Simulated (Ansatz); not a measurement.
A short molecular-dynamics run on Cu4Os.

```yaml
crystal:
  periodic: [false, false, false]
  atoms:
    - {symbol: Os, position_ang: [0.203603, -1.096845, -0.215845]}
    - {symbol: Cu, position_ang: [0.481797, 1.072215, -1.329421]}
    - {symbol: Cu, position_ang: [-1.180209, -0.684494, 1.693709]}
    - {symbol: Cu, position_ang: [-1.653511, 0.495053, -0.413038]}
    - {symbol: Cu, position_ang: [2.148330, 0.214071, 0.264595]}
basis:
  gaussian: {orbitals: def2-SVP}
hamiltonian: {xc: {name: revPBE}}
md: {timestep: 2 fs, n_steps: 20, ensemble: nvt_langevin, temperature: 300, initial_velocities: maxwell_boltzmann, friction: 0.01, seed: 970}
scf: {omitted_lower_state_checks: [starts]}
```

```sh
$ ansatz run in.yaml --threads 4 --pin off --events-out ev --progress --plain --max-ram 8704MiB
```

```
step  time (fs)  potential energy (eV)  kinetic (eV)  T (K)
   0        0.0           -180995.9533        0.1551    240
   1        2.0           -180995.9505        0.1299    201
   2        4.0           -180995.9463        0.1160    180
   3        6.0           -180995.9410        0.1097    170
   4        8.0           -180995.9352        0.1048    162
   5       10.0           -180995.9291        0.0860    133
   6       12.0           -180995.9231        0.0705    109
   7       14.0           -180995.9176        0.0670    104
   8       16.0           -180995.9123        0.0816    126
   9       18.0           -180995.9076        0.0819    127
  10       20.0           -180995.9035        0.0931    144
  11       22.0           -180995.8998        0.0960    149
  12       24.0           -180995.8965        0.0837    130
  13       26.0           -180995.8930        0.0676    105
  14       28.0           -180995.8903        0.0710    110
  15       30.0           -180995.8886        0.0758    117
  16       32.0           -180995.8882        0.0765    118
  17       34.0           -180995.8891        0.0900    139
  18       36.0           -180995.8909        0.1110    172
  19       38.0           -180995.8929        0.1128    174
  20       40.0           -180995.8944        0.0973    150
```

Velocities are drawn at the set temperature; a run this short doesn't reach equilibrium. Under Langevin dynamics the printed temperature counts 3N degrees of freedom, so it starts below the set value.

In the def2 sets Os takes a core potential; there is no spin–orbit coupling. The restricted singlet is unstable towards broken spin symmetry at other levels; at RKS revPBE/def2-SVP this wasn't settled.

Frames (Å, forces in eV/Å):

```xyz
5
time=0.0 fs
Os    0.204   -1.097   -0.216   -0.026    0.292    0.123
Cu    0.482    1.072   -1.329    0.039   -0.115    0.087
Cu   -1.180   -0.684    1.694    0.086   -0.001   -0.197
Cu   -1.654    0.495   -0.413    0.086   -0.101    0.067
Cu    2.148    0.214    0.265   -0.185   -0.074   -0.081
5
time=2.0 fs
Os    0.203   -1.097   -0.218   -0.003    0.289    0.204
Cu    0.482    1.069   -1.328    0.062   -0.079    0.063
Cu   -1.184   -0.685    1.700    0.118   -0.003   -0.267
Cu   -1.651    0.492   -0.419    0.050   -0.101    0.092
Cu    2.151    0.220    0.267   -0.229   -0.106   -0.093
5
time=4.0 fs
Os    0.202   -1.096   -0.220    0.015    0.287    0.281
Cu    0.482    1.066   -1.326    0.085   -0.046    0.041
Cu   -1.187   -0.686    1.706    0.149   -0.004   -0.334
Cu   -1.649    0.490   -0.424    0.021   -0.104    0.116
Cu    2.154    0.225    0.270   -0.270   -0.135   -0.104
5
time=6.0 fs
Os    0.201   -1.096   -0.222    0.038    0.287    0.351
Cu    0.481    1.063   -1.325    0.107   -0.015    0.024
Cu   -1.189   -0.688    1.711    0.175   -0.004   -0.393
Cu   -1.648    0.488   -0.428   -0.007   -0.104    0.137
Cu    2.157    0.231    0.272   -0.313   -0.163   -0.119
5
time=8.0 fs
Os    0.201   -1.095   -0.224    0.068    0.283    0.415
Cu    0.480    1.060   -1.324    0.129    0.014    0.008
Cu   -1.191   -0.689    1.716    0.198   -0.005   -0.442
Cu   -1.647    0.485   -0.431   -0.036   -0.101    0.154
Cu    2.160    0.236    0.275   -0.358   -0.190   -0.134
5
time=10.0 fs
Os    0.200   -1.094   -0.226    0.094    0.281    0.471
Cu    0.478    1.058   -1.324    0.148    0.038   -0.004
Cu   -1.193   -0.689    1.721    0.217   -0.007   -0.483
Cu   -1.647    0.482   -0.434   -0.059   -0.097    0.166
Cu    2.163    0.243    0.279   -0.400   -0.215   -0.150
5
time=12.0 fs
Os    0.199   -1.094   -0.227    0.117    0.276    0.519
Cu    0.476    1.054   -1.324    0.167    0.063   -0.017
Cu   -1.194   -0.689    1.724    0.232   -0.008   -0.517
Cu   -1.647    0.479   -0.437   -0.081   -0.095    0.178
Cu    2.165    0.248    0.281   -0.435   -0.236   -0.163
5
time=14.0 fs
Os    0.198   -1.094   -0.228    0.148    0.261    0.558
Cu    0.473    1.051   -1.325    0.191    0.089   -0.032
Cu   -1.196   -0.690    1.727    0.243   -0.008   -0.541
Cu   -1.646    0.476   -0.440   -0.116   -0.088    0.189
Cu    2.167    0.253    0.283   -0.465   -0.254   -0.175
5
time=16.0 fs
Os    0.197   -1.094   -0.228    0.184    0.241    0.591
Cu    0.470    1.049   -1.325    0.215    0.110   -0.045
Cu   -1.198   -0.690    1.730    0.252   -0.010   -0.559
Cu   -1.645    0.471   -0.443   -0.160   -0.073    0.198
Cu    2.168    0.257    0.284   -0.491   -0.268   -0.184
5
time=18.0 fs
Os    0.196   -1.093   -0.227    0.216    0.219    0.616
Cu    0.467    1.048   -1.324    0.237    0.127   -0.056
Cu   -1.199   -0.690    1.733    0.260   -0.011   -0.575
Cu   -1.645    0.465   -0.446   -0.202   -0.057    0.206
Cu    2.168    0.261    0.285   -0.510   -0.278   -0.191
5
time=20.0 fs
Os    0.195   -1.092   -0.225    0.241    0.206    0.634
Cu    0.464    1.048   -1.324    0.254    0.135   -0.063
Cu   -1.201   -0.690    1.737    0.266   -0.011   -0.591
Cu   -1.644    0.460   -0.449   -0.239   -0.045    0.214
Cu    2.168    0.267    0.285   -0.523   -0.286   -0.194
5
time=22.0 fs
Os    0.195   -1.091   -0.224    0.261    0.196    0.650
Cu    0.461    1.049   -1.324    0.269    0.137   -0.069
Cu   -1.202   -0.689    1.741    0.275   -0.012   -0.609
Cu   -1.643    0.455   -0.453   -0.277   -0.031    0.222
Cu    2.167    0.272    0.284   -0.528   -0.290   -0.195
5
time=24.0 fs
Os    0.195   -1.091   -0.222    0.281    0.187    0.665
Cu    0.458    1.051   -1.325    0.282    0.136   -0.072
Cu   -1.203   -0.686    1.744    0.285   -0.016   -0.624
Cu   -1.642    0.449   -0.455   -0.316   -0.013    0.225
Cu    2.167    0.277    0.281   -0.531   -0.293   -0.194
5
time=26.0 fs
Os    0.196   -1.090   -0.221    0.304    0.187    0.676
Cu    0.455    1.052   -1.325    0.294    0.128   -0.070
Cu   -1.202   -0.684    1.748    0.293   -0.021   -0.635
Cu   -1.641    0.444   -0.457   -0.351    0.003    0.226
Cu    2.167    0.282    0.280   -0.540   -0.298   -0.198
5
time=28.0 fs
Os    0.196   -1.090   -0.220    0.334    0.190    0.681
Cu    0.453    1.055   -1.326    0.300    0.117   -0.064
Cu   -1.201   -0.682    1.750    0.296   -0.024   -0.638
Cu   -1.639    0.439   -0.458   -0.379    0.021    0.224
Cu    2.167    0.287    0.280   -0.552   -0.304   -0.202
5
time=30.0 fs
Os    0.197   -1.089   -0.218    0.366    0.187    0.680
Cu    0.451    1.056   -1.327    0.303    0.107   -0.058
Cu   -1.199   -0.680    1.752    0.295   -0.027   -0.636
Cu   -1.639    0.433   -0.460   -0.405    0.041    0.220
Cu    2.166    0.292    0.280   -0.559   -0.308   -0.205
5
time=32.0 fs
Os    0.197   -1.089   -0.217    0.385    0.185    0.674
Cu    0.450    1.058   -1.328    0.296    0.093   -0.051
Cu   -1.198   -0.678    1.754    0.294   -0.028   -0.636
Cu   -1.640    0.427   -0.462   -0.418    0.057    0.216
Cu    2.164    0.296    0.278   -0.557   -0.308   -0.204
5
time=34.0 fs
Os    0.197   -1.088   -0.215    0.400    0.186    0.663
Cu    0.450    1.061   -1.330    0.278    0.074   -0.040
Cu   -1.196   -0.677    1.755    0.292   -0.028   -0.634
Cu   -1.641    0.421   -0.465   -0.422    0.074    0.208
Cu    2.163    0.300    0.275   -0.548   -0.306   -0.197
5
time=36.0 fs
Os    0.197   -1.089   -0.213    0.416    0.192    0.642
Cu    0.450    1.063   -1.331    0.253    0.047   -0.025
Cu   -1.194   -0.676    1.757    0.287   -0.028   -0.626
Cu   -1.642    0.414   -0.468   -0.419    0.092    0.198
Cu    2.161    0.303    0.271   -0.537   -0.303   -0.189
5
time=38.0 fs
Os    0.197   -1.089   -0.210    0.427    0.196    0.622
Cu    0.452    1.065   -1.333    0.225    0.021   -0.011
Cu   -1.192   -0.674    1.758    0.282   -0.028   -0.620
Cu   -1.643    0.407   -0.471   -0.413    0.109    0.188
Cu    2.158    0.306    0.267   -0.522   -0.299   -0.179
5
time=40.0 fs
Os    0.197   -1.088   -0.208    0.434    0.191    0.610
Cu    0.453    1.067   -1.334    0.195    0.003   -0.002
Cu   -1.191   -0.672    1.760    0.279   -0.028   -0.618
Cu   -1.646    0.400   -0.475   -0.404    0.127    0.178
Cu    2.156    0.308    0.263   -0.504   -0.293   -0.168
```

It took 87 s on 4 threads of Arm Neoverse V2 on a shared host.
